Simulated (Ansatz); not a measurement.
Computed with Ansatz on PBE0-D4/def2-TZVP structures; ΔE is electronic, products minus reactants. CCSD(T)/CBS adds triple-zeta CCSD(T) − MP2 to the extrapolated MP2 energy (def2 sets, frozen cores). This one scheme is used for every species. Functionals use def2-TZVPP. B3LYP here is the variant with VWN-RPA as its local correlation; programs differ in this. Each species was taken in one conformer, which may not be the lowest.

`[NH2][Al]([F])[NH][SiH3]` + H₂ → `[F][AlH][NH][SiH3]` + NH₃  (hydrogenolysis of the Al–N bond)

```csv
level,ΔE (kJ/mol),difference from CCSD(T)/CBS
PBE-D4,63.3,-5.5
r2SCAN-D4,72.3,3.5
PBE0-D4,63.2,-5.6
B3LYP-D4,68.4,-0.4
ωB97X-V,64.5,-4.3
ωB97M-V,66.3,-2.5
B2PLYP,65.6,-3.2
PBE,58.4,-10.4
r2SCAN,70.9,2.1
PBE0,58.9,-9.9
B3LYP,60.7,-8.1
HF/def2-TZVPP,54.5,-14.3
MP2/def2-TZVPP,73.3,4.5
SCS-MP2/def2-TZVPP,68.7,-0.1
CCSD/def2-TZVPP,64.4,-4.4
CCSD(T)/def2-TZVPP,66.7,-2.1
HF/def2-QZVPP,55.0,-13.8
MP2/def2-QZVPP,74.6,5.8
SCS-MP2/def2-QZVPP,70.1,1.3
HF/CBS(def2),55.0,-13.8
MP2/CBS(def2),75.3,6.5
CCSD/CBS(def2),66.5,-2.3
CCSD(T)/CBS,68.8,0
```

Largest T1 diagnostic among the species: 0.012.

The D4 term adds +7.7 kJ/mol with B3LYP and +4.3 kJ/mol with PBE0; it sums over pairs of atoms, weighted by their polarisabilities, and B3LYP, whose exchange is more repulsive, gets the larger term. In def2-TZVPP, CCSD(T) changes the Hartree–Fock value by +12.2 kJ/mol (the triples alone add +2.3 kJ/mol) and MP2 by +18.8 kJ/mol.
